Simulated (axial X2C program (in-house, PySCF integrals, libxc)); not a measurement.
## Low determinants of SbF at the PBE0 level, two-component

Computed with an in-house relativistic program for diatomic molecules. Two-component (2c) means X2C with spin–orbit coupling and atomic mean-field two-electron Coulomb and Gaunt terms. Basis: Sb dyall-cv3z [11s12p8d4f1g], F dyall-av3z [7s6p3d2f] (cores contracted in-house); Gaussian nuclei, density fitting, unrestricted open shells. Masses: Sb 120.904 u, F 18.998 u.

Search at 1.929 Å (vertical energies from the lowest determinant):

```json
{"ΔE (eV)": "0.00", "state": "Ω = 1", "electrons beyond evenly filled partner blocks": "ω = -1/2, ω = 3/2", "electrons in ±ω = 1/2, 3/2, 5/2, 7/2": "39 17 4 0"}
{"ΔE (eV)": "0.44", "state": "Ω = 0", "electrons beyond evenly filled partner blocks": "none", "electrons in ±ω = 1/2, 3/2, 5/2, 7/2": "40 16 4 0"}
{"ΔE (eV)": "0.84", "state": "Ω = 2", "electrons beyond evenly filled partner blocks": "ω = 1/2, ω = 3/2", "electrons in ±ω = 1/2, 3/2, 5/2, 7/2": "39 17 4 0"}
{"ΔE (eV)": "1.25", "state": "Ω = 0", "electrons beyond evenly filled partner blocks": "none", "electrons in ±ω = 1/2, 3/2, 5/2, 7/2": "38 18 4 0"}
{"ΔE (eV)": "2.94", "state": "Ω = 1", "electrons beyond evenly filled partner blocks": "2 × ω = 1/2", "electrons in ±ω = 1/2, 3/2, 5/2, 7/2": "40 16 4 0"}
{"ΔE (eV)": "7.09", "state": "Ω = 3", "electrons beyond evenly filled partner blocks": "2 × ω = 3/2", "electrons in ±ω = 1/2, 3/2, 5/2, 7/2": "40 16 4 0"}
```

Lowest determinant, Ω = 1 (⟨Sz⟩ = 1.00, ⟨Lz⟩ = 0.00 at PBE0): Re = 1.923 Å, ωe = 606.7 cm⁻¹.

The determinant in row 2 of the search, Ω = 0 (closed shell), was followed along the bond at PBE0; measured from the minimum of the lowest determinant it gives:

Te = 0.437 eV (3527 cm⁻¹), Re = 1.926 Å, ωe = 603.0 cm⁻¹.

(1) Compare the bond of the determinant in row 2 with that of the lowest one.

The search compares states at one distance, so a state with another bond length can lie lower; it is not exhaustive and yields mostly the lowest determinant of each block pattern, so other components and higher states of one pattern are missing. These are energies of single determinants, not of spin-adapted states; PBE0 term energies can be off by some tenths of an eV, and the functional has no current term. Open-shell Ω = 0 determinants with evenly filled partner blocks cannot be reached by this program, so the Ω shown need not be the lowest component. The lowest determinant need not be the ground state where others lie within half an eV. A closed-shell Ω = 0 row of a π² shell mixes the 0⁺ component of the triplet with ¹Σ⁺ and matches no level; 0⁺ can lie lowest.

Answers

(1) At PBE0 its Re is 0.003 Å longer and its force constant, which goes as ωe², is 0.99 times that of the lowest determinant. T0 ≈ Te + Δωe/2 = 3527 + (-2) = 3525 cm⁻¹.
